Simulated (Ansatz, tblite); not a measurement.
Forces on the cluster Sn2O6 at its B3LYP-D4/def2-SVP geometry. Charge 0, multiplicity 1.

In the def2 sets Sn takes a core potential; there is no spin–orbit coupling. The xTB rows come from tblite. The structure holds 4 bonds between oxygen atoms, so isomers without such links may lie far lower. Another isomer (singlet) lies 0.40 eV lower at PBE0-D4/def2-TZVP; other spin states weren't run for this one.

GFN1-xTB (tblite), largest force 2.30 eV/Å:

```xyz
8
positions Å, forces eV/Å
Sn    0.312    0.309    1.635    0.598    0.498   -0.970
Sn    0.850    0.387   -1.762    0.027   -0.239    0.855
O     1.744   -0.333    0.088    0.423    1.648   -0.717
O    -1.317   -1.232   -0.205   -0.549    1.070    0.546
O     1.986    1.149   -0.148   -0.851   -1.928    0.918
O    -1.015   -1.285    1.178   -0.111   -0.152   -0.807
O    -0.721    0.952   -0.315   -1.337   -0.602   -0.111
O    -1.839    0.055   -0.472    1.800   -0.295    0.287
```

GFN2-xTB (tblite), largest force 1.73 eV/Å:

```
Sn 0.113 0.328 1.538
Sn 0.636 -0.035 -0.500
O 0.633 1.132 -0.632
O -0.623 1.071 0.709
O -0.340 -1.385 -0.087
O -0.387 -0.486 -0.923
O -1.646 -0.055 -0.338
O 1.614 -0.569 0.232
```

PBE-D4/def2-TZVP (Ansatz), largest force 0.78 eV/Å:

```
Sn -0.048 -0.059 -0.231
Sn 0.069 0.035 0.409
O 0.039 -0.187 -0.060
O -0.023 -0.430 -0.392
O -0.019 0.154 -0.148
O 0.114 -0.097 0.609
O 0.468 0.619 -0.032
O -0.601 -0.034 -0.154
```
